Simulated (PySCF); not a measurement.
Species: C3H4NO3S (charge -1).
Cartesian coordinates in Å at the GFN2-xTB level; atoms count from 1:
```xyz
12
C3H4NO3S angstrom
C      1.4483   -0.1095   -1.1266
C      1.0086    0.8306   -0.3004
C     -0.1525    0.6088    0.5281
N     -0.5418    1.4137    1.4166
S     -1.1229   -0.9144    0.2287
O     -0.2203   -2.0291    0.5271
O     -2.2332   -0.7827    1.1761
O     -1.5298   -0.8460   -1.1752
H      0.9433   -1.0584   -1.1676
H      2.3066    0.0437   -1.7641
H      1.4882    1.8023   -0.2184
H     -1.3933    1.0403    1.8496
```

Method: PySCF, TDDFT wB97X-D/def2-SVPD, vertical, gas phase, core orbitals frozen in the response.

Frontier orbitals with the atoms that hold most of them (Löwdin shares over 4%, at most four atoms; ? is withheld):

```
orbital  ε (eV)                             atoms
 HOMO-3   -5.93    O8 34%, O6 24%, C2 12%, C1 11%
 HOMO-2   -5.92    N4 20%, O6 14%, C1 14%, O7 13%
 HOMO-1   -5.00    N4 28%, O6 18%, O8 18%, C3 13%
   HOMO       ?                                 ?
   LUMO    4.07                                 ?
 LUMO+1    5.62  C1 26%, H10 20%, C2 18%, H11 14%
 LUMO+2    6.02      S5 59%, O7 12%, O6 7%, O8 7%
```

(1) Give the leading atoms of the HOMO.

(2) Give the leading atoms of the LUMO.

(3) What is the HOMO energy, and the HOMO–LUMO gap?

Results:

(1) O8 (bonded to S) 34%; O6 (bonded to S) 33%; O7 (bonded to S) 32%.

(2) C1 (bonded to C and 2 H) 27%; N4 (bonded to C and H) 24%; C3 (bonded to C, N and S) 18%; C2 (bonded to 2 C and H) 17%. By element: carbon 62%, nitrogen 24%.

(3) ε(HOMO) = -4.80 eV; the gap is 8.86 eV (0.3257 hartree).

Q: How does S1 compare with the orbital gap of 8.86 eV?

A: S1 is at 4.22 eV (f = 0.0001), 4.65 eV below the gap, made of HOMO-1→LUMO (94%). Its leading pair isn't HOMO and LUMO; the energies of that pair differ by 9.06 eV. 

Q: One configuration dominates each of S1 and S2. Which, and how do the shares of the two leading atoms of either orbital change from the occupied to the empty one?

A: 
- S1 (4.22 eV, f 0.0001), HOMO-1→LUMO (94%): N4 28% → 24%, O6 18% → at most 15%, C1 at most 13% → 27%
- S2 (4.77 eV, f 0.0032), HOMO→LUMO (98%): O8 34% → at most 15%, O6 33% → at most 15%, C1 at most 2% → 27%, N4 at most 2% → 24%

Time: 72 s; peak memory 0.87 GiB. Hardware: one thread of an Arm Neoverse N1, no GPU, on a shared host.

One conformer stands for the species.
